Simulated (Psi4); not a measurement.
N$_{2}$, singlet, at a GFN2-xTB geometry, atoms displaced at random by about 0.08 Å a coordinate; PBE/def2-SVP, gradient run with Psi4.

Psi4 was given this input:
```
memory 2 GB

molecule mol {
0 1
  N     0.090265    0.126411   -0.630101
  N     0.037771   -0.007178    0.644540
symmetry c1
no_reorient
no_com
}

set basis def2-svp
set reference rks

gradient('pbe')
print_variables()
```

Question: Predict the main parts of the log of this Psi4 run.

Answer: 
```
gradient() will perform analytic gradient computation.

   => Loading Basis Set <=

    Name: DEF2-SVP
    Role: ORBITAL
    Keyword: BASIS

         ---------------------------------------------------------
                                   SCF
               by Justin Turney, Rob Parrish, Andy Simmonett
                          and Daniel G. A. Smith
                              RKS Reference
         ---------------------------------------------------------

  ==> Geometry <==

    Molecular point group: c1
    Full point group: C1

    Geometry (in Angstrom), charge = 0, multiplicity = 1:

       Center              X                  Y                   Z               Mass
    ------------   -----------------  -----------------  -----------------  -----------------
         N            0.090265000000     0.126411000000    -0.630101000000    14.003074004430
         N            0.037771000000    -0.007178000000     0.644540000000    14.003074004430

  Running in c1 symmetry.

  Rotational constants: A =     78.15432  B =      1.46336  C =      1.43647 [cm^-1]
  Rotational constants: A = 2343007.59867  B =  43870.51973  C =  43064.18509 [MHz]
  Nuclear repulsion =   20.214973202312130

  Charge       = 0
  Multiplicity = 1
  Electrons    = 14
  Nalpha       = 7
  Nbeta        = 7

  ==> Algorithm <==

  SCF Algorithm Type is DF.
  DIIS enabled.
  MOM disabled.
  Fractional occupation disabled.
  Guess Type is SAD.
  Energy threshold   = 1.00e-08
  Density threshold  = 1.00e-08
  Integral threshold = 1.00e-12

  ==> Primary Basis <==

  Basis Set: DEF2-SVP
    Blend: DEF2-SVP
    Number of shells: 12
    Number of basis functions: 28
    Number of Cartesian functions: 30
    Spherical Harmonics?: true
    Max angular momentum: 2

  ==> DFT Potential <==

   => LibXC <=

    Version 7.1.2
    S. Lehtola, C. Steigemann, M. J. T. Oliveira, and M. A. L. Marques,  SoftwareX 7, 1–5 (2018) (10.1016/j.softx.2017.11.002)

   => Composite Functional: PBE <=

    PBE GGA Exchange-Correlation Functional

    J.P. Perdew et. al., Phys. Rev. Lett., 77(18), 3865-3868, 1996

    Deriv               =              1
    GGA                 =           TRUE
    Meta                =          FALSE

    Exchange Hybrid     =          FALSE
    MP2 Hybrid          =          FALSE

   => Exchange Functionals <=

    1.0000     XC_GGA_X_PBE

   => Correlation Functionals <=

    1.0000     XC_GGA_C_PBE

   => LibXC Density Thresholds  <==

    XC_GGA_C_PBE:  1.00E-12
    XC_GGA_X_PBE:  1.00E-15

   => Molecular Quadrature <=

    Radial Scheme          =       TREUTLER
    Pruning Scheme         =           NONE
    Nuclear Scheme         =       TREUTLER

    Blocking Scheme        =         OCTREE
    BS radius alpha        =              1
    Pruning alpha          =              1
    Radial Points          =             75
    Spherical Points       =            302
    Total Points           =          41948
    Total Blocks           =            364
    Max Points             =            252
    Max Functions          =             28
    Weights Tolerance      =       1.00E-15

   => Loading Basis Set <=

    Name: (DEF2-SVP AUX)
    Role: JKFIT
    Keyword: DF_BASIS_SCF

  ==> Integral Setup <==

  SCF_SUBTYPE=INCORE selected. In-core MEM_DF algorithm will be used.
  Using in-core AOs.

  ==> MemDFJK: Density-Fitted J/K Matrices <==

    J tasked:                   Yes
    K tasked:                    No
    wK tasked:                   No
    Algorithm:                 Core
    Schwarz Cutoff:           1E-12
    Mask sparsity (%):       0.0000
    Fitting Condition:        1E-10

   => Auxiliary Basis Set <=

  Basis Set: (DEF2-SVP AUX)
    Blend: DEF2-UNIVERSAL-JKFIT
    Number of shells: 50
    Number of basis functions: 154
    Number of Cartesian functions: 186
    Spherical Harmonics?: true
    Max angular momentum: 4

  Minimum eigenvalue in the overlap matrix is 1.1041096956E-02.
  Reciprocal condition number of the overlap matrix is 3.4826303798E-03.
    Using symmetric orthogonalization.

  ==> Pre-Iterations <==

  SCF Guess: Superposition of Atomic Densities via on-the-fly atomic UHF (no occupation information).

   -------------------------
    Irrep   Nso     Nmo
   -------------------------
     A         28      28
   -------------------------
    Total      28      28
   -------------------------

  ==> Iterations <==

                           Total Energy        Delta E     RMS |[F,P]|

   @DF-RKS iter SAD:  -108.65312865509344   -1.08653e+02   0.00000e+00
   @DF-RKS iter   1:  -109.24481384351839   -5.91685e-01   7.33996e-03 DIIS/ADIIS
   @DF-RKS iter   2:  -109.25496882754423   -1.01550e-02   5.53645e-03 DIIS/ADIIS
   @DF-RKS iter   3:  -109.26762410364262   -1.26553e-02   2.36408e-04 DIIS/ADIIS
   @DF-RKS iter   4:  -109.26764324647115   -1.91428e-05   2.79786e-05 DIIS
   @DF-RKS iter   5:  -109.26764347956281   -2.33092e-07   5.28997e-07 DIIS
   @DF-RKS iter   6:  -109.26764347968071   -1.17907e-10   3.86868e-09 DIIS
  Energy and wave function converged.

  ==> Post-Iterations <==

   Electrons on quadrature grid:
      Ntotal   =   13.9999998807 ; deviation = -1.193e-07

    Orbital Energies [Eh]
    ---------------------

    Doubly Occupied:

[...]
       7A     -0.360927

    Virtual:

[...]
    Final Occupation by Irrep:
              A
    DOCC [     7 ]
    NA   [     7 ]
    NB   [     7 ]

  @DF-RKS Final Energy:  -109.26764347968071

   => Energetics <=

    Nuclear Repulsion Energy =             20.2149732023121302
    One-Electron Energy =                -187.7687358912143623
    Two-Electron Energy =                  71.6809214105542054
    DFT Exchange-Correlation Energy =     -13.3948022013327019
    Empirical Dispersion Energy =           0.0000000000000000
    VV10 Nonlocal Energy =                  0.0000000000000000
    Total Energy =                       -109.2676434796807143

Computation Completed

Properties will be evaluated at   0.000000,   0.000000,   0.000000 [a0]

Properties computed using the SCF density matrix

 Multipole Moments:

 ------------------------------------------------------------------------------------
     Multipole            Electronic (a.u.)      Nuclear  (a.u.)        Total (a.u.)
 ------------------------------------------------------------------------------------

 L = 1.  Multiply by 2.5417464519 to convert [e a0] to [Debye]
 Dipole X            :         -1.6936708            1.6936708            0.0000000
 Dipole Y            :         -1.5772240            1.5772240            0.0000000
 Dipole Z            :         -0.1910003            0.1910003           -0.0000000
 Magnitude           :                                                    0.0000000

 ------------------------------------------------------------------------------------

         ------------------------------------------------------------
                                   SCF GRAD
                          Rob Parrish, Justin Turney,
                       Andy Simmonett, and Alex Sokolov
         ------------------------------------------------------------

  ==> Geometry <==

    Molecular point group: c1
    Full point group: C1

    Geometry (in Angstrom), charge = 0, multiplicity = 1:

       Center              X                  Y                   Z               Mass
    ------------   -----------------  -----------------  -----------------  -----------------
         N            0.090265000000     0.126411000000    -0.630101000000    14.003074004430
         N            0.037771000000    -0.007178000000     0.644540000000    14.003074004430

  Nuclear repulsion =   20.214973202312130

  ==> Basis Set <==

  Basis Set: DEF2-SVP
    Blend: DEF2-SVP
    Number of shells: 12
    Number of basis functions: 28
    Number of Cartesian functions: 30
    Spherical Harmonics?: true
    Max angular momentum: 2

  ==> DFJKGrad: Density-Fitted SCF Gradients <==

    Gradient:                    1
    J tasked:                  Yes
    K tasked:                   No
    wK tasked:                  No
    Integrals threads:           1
    Schwarz Cutoff:          1E-12
    Fitting Condition:       1E-10

   => Auxiliary Basis Set <=

  Basis Set: (DEF2-SVP AUX)
    Blend: DEF2-UNIVERSAL-JKFIT
    Number of shells: 50
    Number of basis functions: 154
    Number of Cartesian functions: 186
    Spherical Harmonics?: true
    Max angular momentum: 4

  ==> DFT Potential <==

   => LibXC <=

    Version 7.1.2
    S. Lehtola, C. Steigemann, M. J. T. Oliveira, and M. A. L. Marques,  SoftwareX 7, 1–5 (2018) (10.1016/j.softx.2017.11.002)

   => Composite Functional: PBE <=

    PBE GGA Exchange-Correlation Functional

    J.P. Perdew et. al., Phys. Rev. Lett., 77(18), 3865-3868, 1996

    Deriv               =              1
    GGA                 =           TRUE
    Meta                =          FALSE

    Exchange Hybrid     =          FALSE
    MP2 Hybrid          =          FALSE

   => Exchange Functionals <=

    1.0000     XC_GGA_X_PBE

   => Correlation Functionals <=

    1.0000     XC_GGA_C_PBE

   => LibXC Density Thresholds  <==

    XC_GGA_C_PBE:  1.00E-12
    XC_GGA_X_PBE:  1.00E-15

   => Molecular Quadrature <=

    Radial Scheme          =       TREUTLER
    Pruning Scheme         =           NONE
    Nuclear Scheme         =       TREUTLER

    Blocking Scheme        =         OCTREE
    BS radius alpha        =              1
    Pruning alpha          =              1
    Radial Points          =             75
    Spherical Points       =            302
    Total Points           =          41948
    Total Blocks           =            364
    Max Points             =            252
    Max Functions          =             28
    Weights Tolerance      =       1.00E-15

  -Total Gradient:
     Atom            X                  Y                   Z
    ------   -----------------  -----------------  -----------------
       1        0.011025716212     0.028058719150    -0.267722595683
       2       -0.011025716212    -0.028058719150     0.267722595682

  Variable Map:
  ----------------------------------------------------------------------------
[...]
  Array Variable Map:
  ----------------------------------------------------------------------------
[...]
[...]
```
